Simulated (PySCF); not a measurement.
Run record for `C#C[C@@H]([SiH3])[GeH3]`: BHandHLYP/3-21G, full TDDFT, 12 singlets.

Method: TDDFT BHandHLYP/3-21G, vertical, gas phase, core orbitals frozen in the response (PySCF 2.14.0, density-fitted response routines). Geometry: GFN2-xTB. The input is one job of a driver script: a line of settings, then coordinates in Å.

Command:
```bash
OMP_NUM_THREADS=1 python probes_run.py task.json out
```

Input:
```
{"job": {"kind": "uv", "xc": "BHandHLYP", "basis": "3-21G", "nstates": 12, "ntriplets": 5, "tda": false}, "charge": 0, "multiplicity": 1}
C     -1.481818    -2.113376    -0.412224
C     -0.852879    -1.198684     0.040454
C     -0.088605    -0.092841     0.551048
Si     1.767789    -0.318810     0.146783
Ge    -0.793448     1.605682    -0.191572
H     -2.031717    -2.924970    -0.785024
H     -0.208490    -0.056913     1.638739
H      2.215170    -1.578148     0.745482
H      1.945866    -0.352581    -1.305200
H      2.494885     0.813587     0.729193
H     -0.670229     1.650273    -1.681522
H     -2.246245     1.780749     0.140290
H     -0.054666     2.786519     0.365826
```

Output:
```
coarse grid: 49144 points
cycle   1  E = -2473.1852664313  dE = -1.627e+00  |g| = 2.378e-01  |ddm| = 3.580e+00
cycle   2  E = -2473.2016467328  dE = -1.638e-02  |g| = 1.130e-01  |ddm| = 6.268e-01
cycle   3  E = -2473.2049655668  dE = -3.319e-03  |g| = 4.395e-02  |ddm| = 1.754e-01
cycle   4  E = -2473.2052816434  dE = -3.161e-04  |g| = 2.800e-02  |ddm| = 6.355e-02
cycle   5  E = -2473.2054774691  dE = -1.958e-04  |g| = 2.343e-03  |ddm| = 3.007e-02
cycle   6  E = -2473.2054788905  dE = -1.421e-06  |g| = 9.600e-04  |ddm| = 4.264e-03
final grid: 101568 points
cycle   7  E = -2473.2054887914  dE = -1.451e-08  |g| = 9.456e-04  |ddm| = 2.387e-03
cycle   8  E = -2473.2054886907  dE =  1.007e-07  |g| = 1.138e-03  |ddm| = 2.391e-03
cycle   9  E = -2473.2054890188  dE = -3.281e-07  |g| = 1.973e-04  |ddm| = 1.353e-03
cycle  10  E = -2473.2054890282  dE = -9.439e-09  |g| = 8.876e-06  |ddm| = 1.760e-04
cycle  11  E = -2473.2054890283  dE = -5.821e-11  |g| = 3.881e-06  |ddm| = 2.177e-05
converged SCF energy = -2473.2054890283

Static polarisability (au): isotropic 67.737, principal 51.286 65.887 86.039

Singlet excitations
state   eV       nm        f      main configurations
  1   6.6984    185.1   0.00798   H->L+4 0.28, H->L+2 0.23, H->L 0.14
  2   7.0580    175.7   0.01967   H->L+1 0.41, H-1->L+4 0.15, H-1->L+2 0.13
  3   7.1081    174.4   0.02987   H-1->L+1 0.57, H-1->L+6 0.09
  4   7.4922    165.5   0.10486   H->L 0.75, H->L+2 0.12
  5   8.0015    155.0   0.03436   H-1->L 0.86
  6   8.6085    144.0   0.01069   H->L+2 0.51, H->L+4 0.24, H->L+3 0.12
  7   8.9610    138.4   0.09192   H->L+3 0.56, H->L+4 0.22, H->L+1 0.12
  8   9.1032    136.2   0.13958   H-1->L+2 0.67
  9   9.2570    133.9   0.15261   H->L+6 0.27, H->L+1 0.20, H-1->L+3 0.13
 10   9.2936    133.4   0.00519   H-2->L 0.48, H-1->L+3 0.18, H-1->L+4 0.10
 11   9.4228    131.6   0.00956   H->L+5 0.40, H-2->L 0.28, H-1->L+3 0.11
 12   9.5289    130.1   0.07924   H->L+5 0.38, H-1->L+3 0.29, H-1->L+4 0.11

Triplet excitations (Tamm-Dancoff, eV): 5.4918 6.1006 6.1379 6.8296 7.0564
```

The SCF starts on a coarse grid where the log names one; the energy can jump when the final grid takes over, and dE then counts from the start density on the new grid. H and L stand for HOMO and LUMO; the number after each pair is its weight.

Task: Which computed singlet has the largest oscillator strength, and what do all of them sum to?

Result: State 9 at 9.26 eV (134 nm), f = 0.153; the 12 states sum to 0.686.

Task: Give the mean polarisability as a volume in Å³, and the ratio of the largest to the smallest principal value.

Result: 67.737 au × 0.148185 = 10.04 Å³; 86.039/51.286 = 1.68.

In short: SCF converged in 11 cycles with 78 basis and 763 fitting functions; HOMO -8.13 eV, LUMO 1.69 eV; lowest singlet 6.70 eV; lowest triplet 5.49 eV (Tamm–Dancoff); mean polarisability 67.7 au.

 Relativistic effects, spin–orbit coupling among them, are left out although an element past zinc is present.

Task: Estimate the wall time. Hardware: one thread, Arm Neoverse V1 (aarch64), shared host. And the peak memory of the process?

Result: About 10 s, with 0.52 GiB resident at the peak, the Python interpreter and its libraries included.
